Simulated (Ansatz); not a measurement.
Program: Ansatz. Geometries: PBE0-D4/def2-TZVP. ΔE: electronic, gas phase. CBS: MP2 limit from def2 TZ/QZ plus the TZ coupled-cluster correction, frozen cores. DFT in def2-TZVPP. For Ge, Se outer-core shells are correlated without core-valence functions, which leaves a few kJ/mol of doubt a bond. Scalar relativity is left out up to krypton. Each species was taken in one conformer, which may not be the lowest.

Consider the substitution at a C–C bond: `C[C]([GeH3])=[Se]` + `CC(=O)[SeH]` → `C[Se]C(C)=O` + `[GeH3][CH]=[Se]`.

```json
{"species": "`C[C]([GeH3])=[Se]`", "PBE-D4 energy (Eh)": "-4557.58897"}
{"species": "`CC(=O)[SeH]`", "PBE-D4 energy (Eh)": "-2554.92582"}
{"species": "`C[Se]C(C)=O`", "PBE-D4 energy (Eh)": "-2594.19962"}
{"species": "`[GeH3][CH]=[Se]`", "PBE-D4 energy (Eh)": "-4518.30531"}
```

(1) Work out ΔE.

Largest T1 diagnostic among the species: 0.014.

Answers

(1) ΔE = (-2594.19962) + (-4518.30531) − (-4557.58897) − (-2554.92582) = 0.00986 Eh = +25.9 kJ/mol. CCSD(T)/CBS gives +22.9 kJ/mol.
